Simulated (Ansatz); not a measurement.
Ge₁₃F₂₀. Charge 0, multiplicity 3. Geometry PBE-D4/def2-SVP, that of the neutral singlet; atoms count from 1.

```xyz
33

Ge   -1.679    2.627    1.883
Ge    3.157   -2.211    0.384
Ge    1.460    2.017   -0.011
Ge   -0.053   -1.087    2.169
Ge   -3.219   -0.262   -0.234
Ge    0.273   -1.347   -2.002
Ge   -1.342    2.354   -2.430
Ge    1.931   -2.534    2.537
Ge    0.435    1.332    2.143
Ge   -2.706    2.186   -0.348
Ge    2.276   -2.809   -1.876
Ge    0.776    1.060   -2.197
Ge   -1.151   -1.649    0.012
F    -1.557    4.309    2.334
F    -2.856    1.927    2.986
F     4.844   -1.769    0.489
F     2.313   -0.566    0.215
F     0.330    3.438   -0.189
F     3.061    2.710    0.072
F    -1.251   -1.430    3.419
F    -4.262   -0.654    1.116
F    -4.055   -0.830   -1.663
F    -0.721   -1.853   -3.370
F    -1.140    3.967   -3.067
F    -2.342    1.504   -3.601
F     2.927   -2.079    3.899
F     1.508   -4.211    2.788
F     1.439    1.815    3.506
F    -4.221    3.067   -0.521
F     3.474   -2.518   -3.115
F     1.881   -4.509   -1.981
F     1.983    1.382   -3.437
F    -1.514   -3.378    0.092
```

Single mean-field runs in def2-TZVP are fitted with def2-universal-jkfit. At PBE0-D4/def2-TZVP a singlet of charge 0 lies 2.48 eV below the triplet at the same geometry.

(1) Estimate the Mulliken populations from the PBE0/def2-TZVP orbitals of Ansatz.

(2) Where does the spin sit?

(3) And the Mayer bond orders between bonded heavy atoms (over 0.3)?

Answers

(1) 
```json
{"atom": "Ge1", "charge (e)": "0.84", "spin (α − β)": "0.11"}
{"atom": "Ge2", "charge (e)": "0.55", "spin (α − β)": "0.01"}
{"atom": "Ge3", "charge (e)": "0.73", "spin (α − β)": "0.14"}
{"atom": "Ge4", "charge (e)": "0.24", "spin (α − β)": "-0.02"}
{"atom": "Ge5", "charge (e)": "0.86", "spin (α − β)": "-0.02"}
{"atom": "Ge6", "charge (e)": "0.24", "spin (α − β)": "-0.02"}
{"atom": "Ge7", "charge (e)": "0.84", "spin (α − β)": "0.11"}
{"atom": "Ge8", "charge (e)": "0.86", "spin (α − β)": "0.01"}
{"atom": "Ge9", "charge (e)": "0.24", "spin (α − β)": "0.39"}
{"atom": "Ge10", "charge (e)": "0.12", "spin (α − β)": "0.39"}
{"atom": "Ge11", "charge (e)": "0.86", "spin (α − β)": "0.01"}
{"atom": "Ge12", "charge (e)": "0.24", "spin (α − β)": "0.40"}
{"atom": "Ge13", "charge (e)": "0.13", "spin (α − β)": "0.17"}
{"atom": "F14", "charge (e)": "-0.31", "spin (α − β)": "0.02"}
{"atom": "F15", "charge (e)": "-0.32", "spin (α − β)": "0.03"}
{"atom": "F16", "charge (e)": "-0.32", "spin (α − β)": "0.00"}
{"atom": "F17", "charge (e)": "-0.44", "spin (α − β)": "0.00"}
{"atom": "F18", "charge (e)": "-0.39", "spin (α − β)": "0.00"}
{"atom": "F19", "charge (e)": "-0.32", "spin (α − β)": "0.02"}
{"atom": "F20", "charge (e)": "-0.34", "spin (α − β)": "0.00"}
{"atom": "F21", "charge (e)": "-0.33", "spin (α − β)": "0.00"}
{"atom": "F22", "charge (e)": "-0.33", "spin (α − β)": "0.00"}
{"atom": "F23", "charge (e)": "-0.34", "spin (α − β)": "0.00"}
{"atom": "F24", "charge (e)": "-0.31", "spin (α − β)": "0.02"}
{"atom": "F25", "charge (e)": "-0.32", "spin (α − β)": "0.03"}
{"atom": "F26", "charge (e)": "-0.33", "spin (α − β)": "0.00"}
{"atom": "F27", "charge (e)": "-0.33", "spin (α − β)": "0.00"}
{"atom": "F28", "charge (e)": "-0.33", "spin (α − β)": "0.06"}
{"atom": "F29", "charge (e)": "-0.33", "spin (α − β)": "0.06"}
{"atom": "F30", "charge (e)": "-0.33", "spin (α − β)": "0.00"}
{"atom": "F31", "charge (e)": "-0.33", "spin (α − β)": "0.00"}
{"atom": "F32", "charge (e)": "-0.33", "spin (α − β)": "0.06"}
{"atom": "F33", "charge (e)": "-0.36", "spin (α − β)": "0.02"}
```
Mulliken values and Mayer orders depend strongly on the basis.

(2) Summed by element: Ge 1.68, F 0.32, of 2 unpaired in all. Largest on single atoms: Ge12 0.40, Ge9 0.39, Ge10 0.39.

(3) Ge1–Ge9 0.65 (2.49 Å); Ge1–Ge10 0.67 (2.50 Å); Ge1–F14 0.98 (1.75 Å); Ge1–F15 0.95 (1.76 Å); Ge2–Ge8 0.66 (2.50 Å); Ge2–Ge11 0.66 (2.50 Å); Ge2–F16 0.98 (1.75 Å); Ge2–F17 0.63 (1.86 Å); Ge3–Ge9 0.70 (2.48 Å); Ge3–Ge12 0.70 (2.48 Å); Ge3–F18 0.75 (1.82 Å); Ge3–F19 0.98 (1.75 Å); Ge4–Ge8 0.73 (2.48 Å); Ge4–Ge9 0.76 (2.47 Å); Ge4–Ge13 0.77 (2.48 Å); Ge4–F20 0.91 (1.76 Å); Ge5–Ge10 0.73 (2.50 Å); Ge5–Ge13 0.72 (2.50 Å); Ge5–F21 0.95 (1.75 Å); Ge5–F22 0.95 (1.75 Å); Ge6–Ge11 0.73 (2.48 Å); Ge6–Ge12 0.76 (2.47 Å); Ge6–Ge13 0.77 (2.48 Å); Ge6–F23 0.91 (1.76 Å); Ge7–Ge10 0.67 (2.49 Å); Ge7–Ge12 0.65 (2.49 Å); Ge7–F24 0.98 (1.75 Å); Ge7–F25 0.95 (1.76 Å); Ge8–F26 0.97 (1.75 Å); Ge8–F27 0.97 (1.75 Å); Ge9–F28 0.93 (1.76 Å); Ge10–F29 0.91 (1.76 Å); Ge11–F30 0.97 (1.75 Å); Ge11–F31 0.97 (1.75 Å); Ge12–F32 0.93 (1.76 Å); Ge13–F33 0.88 (1.77 Å).
